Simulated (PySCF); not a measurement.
Compound: C6H8N2.
Atom-mapped SMILES: `[CH3:1][NH:2][c:3]1[cH:4][cH:5][n:6][cH:7][cH:8]1` (hydrogens: H9, H10, H11 on C1; H12 on N2; H13 on C4; H14 on C5; H15 on C7; H16 on C8)

The same species was optimised twice, with GFN2-xTB and with PBE0-D3(BJ)/def2-SVP (PySCF), and the same property calculations (PySCF, gas phase) were run on both structures.

```csv
coordinate,GFN2-xTB,PBE0-D3(BJ)/def2-SVP,change
C7–C8 (Å),1.381,1.392,+0.011
C5–N6 (Å),1.325,1.334,+0.009
C4–C5 (Å),1.378,1.386,+0.008
C3–C4 (Å),1.402,1.410,+0.008
C3–C8 (Å),1.400,1.408,+0.008
C1–N2 (Å),1.441,1.433,-0.008
N6–C7 (Å),1.323,1.330,+0.007
N2–C3 (Å),1.365,1.363,-0.002
N2–C3–C4 (°),120.0,121.0,+1.0
C5–N6–C7 (°),117.0,116.1,-0.9
N6–C7–C8 (°),124.4,124.9,+0.5
C4–C5–N6 (°),123.9,124.4,+0.5
N2–C3–C8 (°),123.1,122.7,-0.4
C4–C3–C8 (°),116.8,116.4,-0.4
C1–N2–C3 (°),123.3,123.7,+0.4
C3–C4–C5 (°),119.2,119.3,+0.1
C1–N2–C3–C4 (°),-168,-174,-6
```

Rotational constants: A = 5308, B = 1531, C = 1199 MHz (GFN2-xTB) against A = 5265, B = 1519, C = 1189 MHz (PBE0-D3(BJ)/def2-SVP).

On the GFN2-xTB structure: HOMO (eV) -6.31 [PBE0/pcSseg-1]; LUMO (eV) -0.14 [PBE0/pcSseg-1]; dipole (D) 4.49 [PBE0/pcSseg-1]; GIAO shielding of C1 (ppm) 156.1 [PBE0/pcSseg-1]; GIAO shielding of N2 (ppm) 186.9 [PBE0/pcSseg-1]; GIAO shielding of C3 (ppm) 29.0 [PBE0/pcSseg-1]; GIAO shielding of C4/C8 (mean) (ppm) 77.1 [PBE0/pcSseg-1]; GIAO shielding of C5/C7 (mean) (ppm) 30.9 [PBE0/pcSseg-1]; GIAO shielding of N6 (ppm) -56.4 [PBE0/pcSseg-1].

Task: What do these properties become on the PBE0-D3(BJ)/def2-SVP structure?

Result: 
```json
{"property": "HOMO (eV)", "level": "PBE0/pcSseg-1", "on GFN2-xTB": "-6.31", "on PBE0-D3(BJ)/def2-SVP": "-6.30", "change": "+0.01"}
{"property": "LUMO (eV)", "level": "PBE0/pcSseg-1", "on GFN2-xTB": "-0.14", "on PBE0-D3(BJ)/def2-SVP": "-0.16", "change": "-0.02"}
{"property": "dipole (D)", "level": "PBE0/pcSseg-1", "on GFN2-xTB": "4.49", "on PBE0-D3(BJ)/def2-SVP": "4.63", "change": "+0.14"}
{"property": "energy, GFN2-xTB geometry as zero (kcal/mol)", "level": "PBE0/pcSseg-1", "on GFN2-xTB": "0.0", "on PBE0-D3(BJ)/def2-SVP": "-0.4", "change": "-0.4"}
{"property": "GIAO shielding of C1 (ppm)", "level": "PBE0/pcSseg-1", "on GFN2-xTB": "156.1", "on PBE0-D3(BJ)/def2-SVP": "155.3", "change": "-0.8"}
{"property": "GIAO shielding of N2 (ppm)", "level": "PBE0/pcSseg-1", "on GFN2-xTB": "186.9", "on PBE0-D3(BJ)/def2-SVP": "187.4", "change": "+0.5"}
{"property": "GIAO shielding of C3 (ppm)", "level": "PBE0/pcSseg-1", "on GFN2-xTB": "29.0", "on PBE0-D3(BJ)/def2-SVP": "28.6", "change": "-0.4"}
{"property": "GIAO shielding of C4/C8 (mean) (ppm)", "level": "PBE0/pcSseg-1", "on GFN2-xTB": "77.1", "on PBE0-D3(BJ)/def2-SVP": "75.2", "change": "-1.9"}
{"property": "GIAO shielding of C5/C7 (mean) (ppm)", "level": "PBE0/pcSseg-1", "on GFN2-xTB": "30.9", "on PBE0-D3(BJ)/def2-SVP": "28.5", "change": "-2.4"}
{"property": "GIAO shielding of N6 (ppm)", "level": "PBE0/pcSseg-1", "on GFN2-xTB": "-56.4", "on PBE0-D3(BJ)/def2-SVP": "-57.5", "change": "-1.1"}
```

The heavy atoms differ by 0.030 Å rms after alignment. Among bonds between heavy atoms C7–C8 changes most (+0.011 Å). Changes are differences of the printed values. Neither structure is proved a minimum here.

Conformer computed: `[CH3:1][NH:2][c:3]1[cH:4][cH:5][n:6][cH:7][cH:8]1`: C1–N2–C3–C4 -174°.
